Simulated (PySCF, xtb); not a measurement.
Zn(OMe)(SH) (CH4OSZn), SMILES C[O][Zn][SH]. The values are those of a single conformer.

Harmonic wavenumbers (cm⁻¹) from GFN2-xTB run with xtb at its own minimum, in rising order: 59, 72, 119, 140, 214, 280, 383, 614, 1073, 1139, 1143, 1410, 1468, 1481, 2485, 2905, 2911, 2928.

Problem. What does r2SCAN-D4/def2-SVP (PySCF 2.14.0) give at its own minimum? (The exact figures need the calculation; the answer reports its results.)

Solution. 57, 77, 80, 136, 216, 378, 618, 631, 1146, 1165, 1193, 1473, 1473, 1476, 2682, 2938, 3000, 3048. Paired by order, the mean absolute difference is 59 cm⁻¹ and the zero-point energies are 29.8 and 31.1 kcal/mol.
